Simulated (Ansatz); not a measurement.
`C[O][Sn]([Cl])([Cl])[SeH]`, charge 0, multiplicity 1.

Question: Give a relaxed structure at PBE0-D4/def2-TZVP (the Gaussian-basis code of Ansatz). (Best estimate.)

Answer: Computed: 
Z-matrix (Å, degrees):
```
C
O 1 1.415
H 1 1.096 2 111.8
H 1 1.096 2 112.1 3 -122.5
H 1 1.092 2 107.2 3 118.6
Sn 2 1.939 1 120.2 3 65.0
Cl 6 2.310 2 109.9 1 -63.6
Cl 6 2.316 2 106.3 1 50.8
Se 6 2.487 2 109.2 1 175.3
H 9 1.471 6 89.3 2 -42.5
```
This is one stationary point; other conformers may exist.
